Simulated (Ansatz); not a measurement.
Reaction (cleavage of the Si–Sn bond): `C[SiH2][SnH2][SH]` + `CBN` → `CBN[SiH2]C` + `[SH][SnH3]`

Gas-phase electronic energies from Ansatz, PBE0-D4/def2-TZVP geometries. CCSD(T)/CBS adds triple-zeta CCSD(T) − MP2 to the extrapolated MP2 energy (def2 sets, frozen cores). DFT in def2-TZVPP. B3LYP here is the variant with VWN-RPA as its local correlation; programs differ in this. def2 core potentials past Kr. For Sn outer-core shells are correlated without core-valence functions, which leaves a few kJ/mol of doubt a bond. One conformer a species, not always the lowest.

```csv
level,ΔE (kJ/mol),difference from CCSD(T)/CBS
PBE-D4,4.5,13.6
PBE0-D4,-1.0,8.1
B3LYP-D4,-9.4,-0.3
ωB97X-V,-13.8,-4.7
ωB97M-V,-14.8,-5.7
B2PLYP,-11.8,-2.7
PBE,5.7,14.8
r2SCAN,-7.5,1.6
B3LYP,-7.7,1.4
MP2/def2-TZVPP,-14.0,-4.9
SCS-MP2/def2-TZVPP,-18.0,-8.9
HF/def2-QZVPP,-27.9,-18.8
MP2/def2-QZVPP,-11.1,-2.0
SCS-MP2/def2-QZVPP,-15.4,-6.3
HF/CBS(def2),-28.0,-18.9
MP2/CBS(def2),-8.3,0.8
CCSD(T)/CBS,-9.1,0
```

Largest T1 diagnostic among the species: 0.012.

From PBE to PBE0 (25 % exact exchange), in def2-TZVPP and without D4, ΔE moves by −6.0 kJ/mol. In def2-TZVPP, CCSD(T) changes the Hartree–Fock value by +11.8 kJ/mol (the triples alone add +1.5 kJ/mol) and MP2 by +12.7 kJ/mol.
